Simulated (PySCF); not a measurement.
**How methods differ on the excitation energy of Al⁺**

Al⁺ [Ne] 3s2 (1S) → Al⁺ [Ne] 3s1 4s1 (3S), as a difference of total energies. Computed with PySCF 2.14 in aug-cc-pCVTZ-DK with one added diffuse shell each of s, p, d, f type (9s8p6d4f, 91 functions), with the spin-free X2C one-electron Hamiltonian (Gaussian nucleus). Correlated levels: valence: [Ne] frozen; valence and next inner shell: 1s2 frozen; nothing frozen. The calculations carry no spin-orbit coupling.

| method | excitation energy (eV) |
| --- | --- |
| UHF | 10.266 |
| LDA | 11.198 |
| PBE | 11.065 |
| PBE0 | 11.025 |
| r2SCAN | 10.926 |
| BHandHLYP | 11.284 |
| BLYP | 11.305 |
| HSE06 | 11.019 |
| PW91 | 11.096 |
| MP2 (valence) | 10.941 |
| SCS-MP2 (valence) | 11.153 |
| MP2 (valence and next inner shell) | 11.092 |
| SCS-MP2 (valence and next inner shell) | 11.268 |
| MP2 (all electrons) | 11.090 |
| SCS-MP2 (all electrons) | 11.267 |

Question: How much does correlation contribute at MP2 (all electrons)?

Answer: 11.090 − (10.266) = 0.824 eV, measured against UHF.

Errors of the correlated levels include the incompleteness of this basis and the frozen core.

For comparison: 11.317 eV (measured; NIST levels).
